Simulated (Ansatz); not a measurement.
C3H8Cl2Ge, singlet, geometry from GFN2-xTB, with bond 7-1 at 2.4 times its length; Ansatz (a first-principles code) with SC-NEVPT2/STO-3G, CASSCF(4,6).

Ansatz was given this input:
Ansatz 0.2 input:
```yaml
crystal:
  periodic: [false, false, false]
  atoms:
    - {symbol: C, position_ang: [2.06534993, -1.46675630, -1.35955250]}
    - {symbol: C, position_ang: [1.61937151, -0.04510155, -1.05541133]}
    - {symbol: Ge, position_ang: [-0.16981370, 0.03751815, -0.11928794]}
    - {symbol: C, position_ang: [-1.73628163, -0.77842896, -1.06246175]}
    - {symbol: Cl, position_ang: [-0.63345273, 2.08539127, 0.28095176]}
    - {symbol: Cl, position_ang: [0.00999863, -0.92021537, 1.78235099]}
    - {symbol: H, position_ang: [0.37906282, -2.64781168, -2.96625624]}
    - {symbol: H, position_ang: [2.13189966, -2.05090856, -0.44412234]}
    - {symbol: H, position_ang: [3.04460943, -1.46096422, -1.83547189]}
    - {symbol: H, position_ang: [1.54161085, 0.53595187, -1.97400029]}
    - {symbol: H, position_ang: [2.34783851, 0.45123308, -0.41324534]}
    - {symbol: H, position_ang: [-1.58297477, -1.84514673, -1.18869441]}
    - {symbol: H, position_ang: [-2.63526632, -0.62038667, -0.47379252]}
    - {symbol: H, position_ang: [-1.86832860, -0.31776672, -2.03604039]}
basis:
  gaussian:
    orbitals: STO-3G
magnetization: {spin_polarized: false}
correlation: {method: sc_nevpt2, electrons: all, active_space: {window: {electrons: 4, orbitals: 6}}}
```

It wrote (shortened):

```
Functional definition: HF
695 factors; integrals over basis functions are off by at most 2.9e-5 eV
mean field evaluation 1: about -83739.9467 eV, gradient 2.8e1 eV
mean field evaluation 2: about -83740.0806 eV, gradient 2.8e1 eV
mean field evaluation 4: about -83745.6800 eV, gradient 3.2e0 eV
mean field evaluation 8: about -83745.7364 eV, gradient 4.7e-2 eV
mean field -83745.73642478 eV, -3077.5990487117 hartree, gradient 1.4e-6 eV, S^2 0.000000; 0 other end points of the search recorded, 0 dependent functions left out; unrestricted orbitals would lower it
reference -83745.73642478 eV, -3077.5990487117 hartree; 46, 46 occupied and 13, 13 virtual orbitals, 695 factors
state -83751.09357719 eV, -3077.7959204314 hartree
state -83751.09357719 eV, -3077.7959204314 hartree; corrected -83755.81921718 eV, -3077.9695844981 hartree
Total energy: -83755.81921718 eV, -3077.9695844981 hartree
```
